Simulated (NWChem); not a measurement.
System: TiNH3O2; SMILES [NH2][Ti](=[O])[OH]

Parts of the log:

```
             Northwest Computational Chemistry Package (NWChem) 7.3.0
             --------------------------------------------------------

 CS  symmetry detected

                             Geometry "geometry" -> ""
                             -------------------------

 Output coordinates in angstroms (scale by  1.889725989 to convert to a.u.)

  No.       Tag          Charge          X              Y              Z
 ---- ---------------- ---------- -------------- -------------- --------------
    1 Ti                  22.0000    -0.06086045    -0.02889960     0.00000000
    2 O                    8.0000    -1.65435849     0.03532970     0.00000000
    3 O                    8.0000     0.79089408    -1.63402892     0.00000000
    4 H                    1.0000     0.47935044    -2.54304405     0.00000000
    5 N                    7.0000     0.80348380     1.65608694     0.00000000
    6 H                    1.0000     1.80928021     1.81708282     0.00000000
    7 H                    1.0000     0.33362784     2.55873756     0.00000000

 Effective nuclear repulsion energy (a.u.)     215.5550554101

      Symmetry information
      --------------------

 Group name             Cs
 Group number              2
 Group order               2
 No. of unique centers     7

  pbe96 is a nonlocal functional; adding pw91lda local functional.

                                 NWChem DFT Module
                                 -----------------

 Summary of "ao basis" -> "ao basis" (spherical)
 ------------------------------------------------------------------------------
       Tag                 Description            Shells   Functions and Types
 ---------------- ------------------------------  ------  ---------------------
 Ti                         pcseg-2                 16       56   6s4p3d2f1g
 O                          pcseg-2                 10       30   4s3p2d1f
 H                          pcseg-2                  6       14   3s2p1d
 N                          pcseg-2                 10       30   4s3p2d1f

      Symmetry analysis of basis
      --------------------------

        a'        126
        a"         62

            General Information
            -------------------
          SCF calculation type: DFT
          Wavefunction type:  closed shell.
          No. of atoms     :     7
          No. of electrons :    48
           Alpha electrons :    24
            Beta electrons :    24
          Charge           :     0
          Spin multiplicity:     1
          Use of symmetry is: on ; symmetry adaption is: on
          Maximum number of iterations: 150
          AO basis - number of functions:   188
                     number of shells:    64
          Convergence on energy requested:  1.00D-06
          Convergence on density requested:  1.00D-05
          Convergence on gradient requested:  5.00D-04

              XC Information
              --------------
          PerdewBurkeErnzerhof Exchange Functional  1.000
            Perdew 1991 LDA Correlation Functional  1.000 local
           PerdewBurkeErnz. Correlation Functional  1.000 non-local

             Grid Information
             ----------------
          Grid used for XC integration:  medium
          Radial quadrature: Mura-Knowles
          Angular quadrature: Lebedev.
          Tag              B.-S. Rad. Rad. Pts. Rad. Cut. Ang. Pts.
          ---              ---------- --------- --------- ---------
          Ti                  1.40      112          10.0       590
          O                   0.60       49          12.0       434
          H                   0.35       45          13.0       434
          N                   0.65       49          12.0       434
          Grid pruning is: on
          Number of quadrature shells:   394
          Spatial weights used:  Erf1

      Superposition of Atomic Density Guess
      -------------------------------------

 Sum of atomic energies:       -1053.73255141

      Non-variational initial energy
      ------------------------------

 Total energy =   -1054.122694
 1-e energy   =   -1872.487819
 2-e energy   =     602.810070
 HOMO         =      -0.376937
 LUMO         =      -0.101233

      Symmetry analysis of molecular orbitals - initial
      -------------------------------------------------

  Numbering of irreducible representations:

     1 a'          2 a"

  Orbital symmetries:

     1 a'          2 a'          3 a'          4 a'          5 a'
     6 a'          7 a"          8 a'          9 a'         10 a'
    11 a'         12 a"         13 a'         14 a'         15 a'
    16 a'         17 a'         18 a'         19 a"         20 a'
    21 a"         22 a'         23 a'         24 a"         25 a'
    26 a'         27 a'         28 a"         29 a"         30 a'
    31 a'         32 a"         33 a'         34 a'

------------------------------------------------------------
EAF file 0: "./job.aoints.0" size=291504128 bytes
------------------------------------------------------------
               write      read    awrite     aread      wait
               -----      ----    ------     -----      ----
     calls:      556         0         0         0         0
   data(b): 2.92e+08  0.00e+00  0.00e+00  0.00e+00
   time(s): 0.00e+00  0.00e+00  0.00e+00  0.00e+00  0.00e+00
rate(mb/s): 0.00e+00  0.00e+00
------------------------------------------------------------

     ---------------------------------------------
      Total Density - Mulliken Population Analysis
     ---------------------------------------------

    Atom       Charge   Shell Charges
 -----------   ------   -------------------------------------------------------
    1 Ti  22    19.24   2.00  2.00  1.19  0.80  0.18  0.05  6.00  5.55  0.51  0.06  0.42  0.41  0.03  0.00  0.04  0.00
    2 O    8     9.47   2.00  0.67  0.96  0.31  2.36  2.46  0.70  0.00  0.01  0.00
    3 O    8     9.04   2.00  0.64  0.87  0.24  2.24  2.35  0.70  0.00  0.00  0.00
    4 H    1     0.65   0.32  0.23  0.02  0.02  0.06  0.01
    5 N    7     8.09   2.00  0.62  0.72  0.17  1.78  2.09  0.72  0.00  0.00  0.00
    6 H    1     0.75   0.35  0.30  0.03  0.01  0.05  0.01
    7 H    1     0.76   0.35  0.31  0.03  0.01  0.05  0.01

   convergence    iter        energy       DeltaE   RMS-Dens  Diis-err
 ---------------- ----- ----------------- --------- --------- ---------
 d= 0,ls=0.0,diis     1  -1055.6436019760 -1.27D+03  2.61D-02  5.05D+00
 d= 0,ls=0.0,diis     2  -1034.0662068045  2.16D+01  1.87D-02  1.89D+02
 d= 0,ls=0.0,diis     3  -1053.3872497694 -1.93D+01  6.49D-03  3.58D+01
 d= 0,ls=0.0,diis     4  -1054.7976455632 -1.41D+00  5.43D-03  1.97D+01
 d= 0,ls=0.0,diis     5  -1054.7068803188  9.08D-02  1.65D-03  2.09D+01
 d= 0,ls=0.0,diis     6  -1055.2194229256 -5.13D-01  3.89D-03  1.36D+01
 d= 0,ls=0.0,diis     7  -1056.0985094951 -8.79D-01  2.88D-03  2.27D+00
 d= 0,ls=0.0,diis     8  -1056.2459445350 -1.47D-01  1.62D-03  4.88D-01
  Resetting Diis
 d= 0,ls=0.0,diis     9  -1056.2904130679 -4.45D-02  5.61D-04  5.78D-02
 d= 0,ls=0.0,diis    10  -1056.2957579068 -5.34D-03  5.04D-04  2.34D-03
 d= 0,ls=0.0,diis    11  -1056.2906814514  5.08D-03  4.29D-04  5.65D-02
 d= 0,ls=0.0,diis    12  -1056.2959185499 -5.24D-03  7.29D-05  7.22D-04
 d= 0,ls=0.0,diis    13  -1056.2959797778 -6.12D-05  2.32D-05  1.09D-04
 d= 0,ls=0.0,diis    14  -1056.2959907949 -1.10D-05  4.41D-06  3.62D-06
 d= 0,ls=0.0,diis    15  -1056.2959911196 -3.25D-07  1.48D-06  4.02D-07

         Total DFT energy =    -1056.295991119554
      One electron energy =    -1878.631818693432
           Coulomb energy =      673.711288268452
    Exchange-Corr. energy =      -66.930516104679
 Nuclear repulsion energy =      215.555055410105

 Numeric. integr. density =       47.999999997959

                  Occupations of the irreducible representations
                  ----------------------------------------------

                     irrep           alpha         beta
                     --------     --------     --------
                     a'               19.0         19.0
                     a"                5.0          5.0

                       DFT Final Molecular Orbital Analysis
                       ------------------------------------

 Vector   22  Occ=2.000000D+00  E=-2.675566D-01  Symmetry=a'
              MO Center= -1.0D+00, -3.0D-01, -3.3D-15, r^2= 2.2D+00
   Bfn.  Coefficient  Atom+Function         Bfn.  Coefficient  Atom+Function
  ----- ------------  ---------------      ----- ------------  ---------------
    61      0.374574  2 O  px                64      0.310887  2 O  px
    91     -0.198815  3 O  px                21     -0.194349  1 Ti d  0
    23      0.191491  1 Ti d  2              62      0.183832  2 O  py
    10      0.163510  1 Ti px                94     -0.164314  3 O  px
    67      0.163344  2 O  px                65      0.156678  2 O  py

 Vector   23  Occ=2.000000D+00  E=-2.644518D-01  Symmetry=a'
              MO Center= -9.9D-01, -1.2D-02, -4.2D-15, r^2= 2.4D+00
   Bfn.  Coefficient  Atom+Function         Bfn.  Coefficient  Atom+Function
  ----- ------------  ---------------      ----- ------------  ---------------
    62      0.380553  2 O  py                65      0.325904  2 O  py
    11     -0.220587  1 Ti py                68      0.172776  2 O  py
    91      0.153232  3 O  px                94      0.130797  3 O  px
    61     -0.128325  2 O  px                19     -0.120835  1 Ti d -2
   136     -0.120196  5 N  py               139     -0.108210  5 N  py

[...]
```

Level: PBE/pcseg-2. All runs use the structure optimised with PBE0/def2-SVP.

Q: Reconstruct the input file.

A: This is not unique; one that fits is the input that was run:
```
start job
memory heap 200 mb stack 900 mb global 1100 mb
geometry units angstroms noautoz
  Ti    -0.091552    -0.067880     0.297470
  O     -1.678751    -0.080847     0.142571
  O      0.834927    -1.629707     0.362739
  H      0.570512    -2.552604     0.321340
  N      0.683557     1.656691     0.403924
  H      1.675309     1.866142     0.504445
  H      0.171474     2.535406     0.369651
end
basis spherical
  * library pcseg-2
end
dft
  xc xpbe96 cpbe96
  iterations 150
  semidirect filesize 400000000
  mulliken
end
task dft energy
```
